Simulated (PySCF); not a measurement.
CH₃BeClO, SMILES C[O][Be][Cl].

Geometry: ωB97X-D3(BJ)/def2-SVP. The values are those of a single conformer.

Calculation: PySCF with C-PCM-M06-2X/def2-SVP.

The values are the electrostatic part of the solvation free energy, E(continuum) − E(gas) at the gas-phase geometry, in a cavity of scaled van der Waals radii (PySCF's table); cavitation and dispersion terms are not included. A continuum can't describe solvent molecules that bind to the metal. In vacuum the orbital gap is 10.44 eV. The dipole moment in vacuum is 2.65 D.

```
solvent              ε  ΔG(elec) (kcal/mol)  dipole (D)  gap (eV)
---------------  -----  -------------------  ----------  --------
water            78.36                 -4.1        3.13     10.47
acetone          20.49                 -4.0        3.11     10.47
tetrahydrofuran   7.43                 -3.6        3.06     10.47
```
